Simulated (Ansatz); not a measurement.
`C[SiH](F)BS` → `CBS` + `F[SiH]` at 400 K and 1 bar (silylene formation by 1,1-elimination).

Program: Ansatz. Geometries: PBE0-D4/def2-TZVP. ΔE: electronic, gas phase. CBS: MP2 limit from def2 TZ/QZ plus the TZ coupled-cluster correction, frozen cores. This one scheme is used for every species. Each species was taken in one conformer, which may not be the lowest.

```tsv
species	CCSD(T)/CBS energy (Eh)	H − E (kJ/mol)	S (J/(mol·K))
`C[SiH](F)BS`	-853.19639	223.6	409.7
`CBS`	-463.66090	177.9	309.0
`F[SiH]`	-389.46371	36.4	250.8
```

H − E and S are ideal-gas, rigid-rotor, harmonic terms from PBE0-D4/def2-TZVP, for one conformer and one mirror image of each species. 1 Eh = 2625.50 kJ/mol, R = 8.31446 J/(mol·K).

Task: By hand: ΔE, ΔH, ΔS and ΔG.

Result: ΔE = (-463.66090) + (-389.46371) − (-853.19639) = 0.07178 Eh = 188.5 kJ/mol. Δ(H − E) = 177.9 + 36.4 − 223.6 = -9.3, so ΔH = 179.2 kJ/mol. ΔS = 309.0 + 250.8 − 409.7 = 150.1 J/(mol·K). ΔG = 179.2 − 400 × (150.1)/1000 = 119.2 kJ/mol.

Task: By hand: the equilibrium constant, and the temperature at which ΔG would vanish if ΔH and ΔS stayed fixed.

Result: log₁₀ K = −ΔG/(RT ln 10) = -15.6. ΔG = 0 at ΔH/ΔS = 1194 K.

The number of gas molecules changes by +1, which sets the sign of ΔS. A doubt of 5 kJ/mol in ΔE shifts log₁₀ K by 0.7 here. Other conformers and mirror images would add mixing entropy, several J/(mol·K) or more a flexible species. Modes under 60 cm⁻¹, often nearly free rotors, make the harmonic entropy too high. These are equilibria of isolated gas molecules and say nothing of rates. Largest T1 diagnostic: 0.015 (customary marks: 0.02 for closed shells, 0.045 for open ones).
